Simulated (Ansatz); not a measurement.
`C=[C]1[S][Al]1[CH3]`, charge 0, multiplicity 1.

Problem. Give a relaxed structure at PBE0-D4/def2-TZVP (Ansatz). (Best estimate.)

Solution. The calculation gave: 
Z-matrix (Å, degrees):
```
C
Al 1 1.932
H 1 1.092 2 111.6
H 1 1.093 2 110.2 3 120.4
H 1 1.093 2 110.5 3 -120.8
C 2 1.878 1 157.8 3 -5.6
S 2 2.140 1 147.9 3 174.9
C 6 1.324 2 163.2 1 0.4
H 8 1.085 6 119.9 2 -0.0
H 8 1.087 6 122.9 2 180.0
```
This is one stationary point; other conformers may exist.
